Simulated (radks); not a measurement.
Values are calculated unless marked as measured or tabulated.
Task: Valence configurations of the platinum ion Pt3+ (all share [Xe]). Code: a radial shooting solver on a logarithmic mesh with Libxc functionals. Model: Dirac Kohn-Sham, LDA (Slater exchange, Perdew-Wang correlation), spin-unpolarised, spherical densities, finite nucleus; open shells fill j = l - 1/2 first; Fermi nuclear charge, rms radius 5.427 fm. Order these by energy: 4f12 5d9; 4f13 5d7 6p1; 4f13 5d6 6s1 6p1; 4f14 5d7; 4f14 5d6 6p1; 4f14 5d5 6s1 6p1; 4f14 5d5 6p2; 4f13 5d8; 4f13 5d5 6s1 6p2; 4f13 5d7 6s1.

Result: From the lowest, in eV above it: 4f14 5d7 0.000; 4f14 5d6 6p1 14.257; 4f14 5d5 6s1 6p1 21.966; 4f14 5d5 6p2 30.442; 4f13 5d8 70.685; 4f13 5d7 6s1 78.097; 4f13 5d7 6p1 86.375; 4f13 5d6 6s1 6p1 95.446; 4f13 5d5 6s1 6p2 114.95; 4f12 5d9 151.47. NIST lists [Xe] 4f14 5d7 as the ground configuration; this level of theory agrees among the configurations tried. The energies are those of spherical spin-averaged densities, not of single terms.
